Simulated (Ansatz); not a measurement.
Computed with Ansatz.

A structure relaxed at PBE0-D4/def2-TZVP, charge 0, multiplicity 1:

Cartesian coordinates in Å:
```
C -1.079 1.775 -1.004
N -0.248 0.909 -0.246
Mo 0.817 -0.443 -0.134
C -0.267 -1.819 1.046
O 0.989 -1.137 -1.656
O 2.438 0.004 0.716
H -1.102 1.491 -2.062
H -2.102 1.739 -0.612
H -0.729 2.809 -0.922
H 0.330 -2.730 1.159
H -1.220 -2.075 0.580
H -0.460 -1.382 2.029
H 2.633 0.859 1.106
```

Q: Give its formula and SMILES.

A: C2H7MoNO2, `C[N]=[Mo]([CH3])(=[O])[OH]`.

Q: Point group (tolerance 0.08 Å, 0.16 Å for H)?

A: C1.

Q: Summarise the bond lengths by kind.

A: 1 × C–N 1.420 Å; 6 × C–H 1.091 to 1.096 Å; 1 × Mo–N 1.724 Å; 1 × C–Mo 2.112 Å; 2 × Mo–O 1.682 to 1.885 Å; 1 × H–O 0.959 Å.
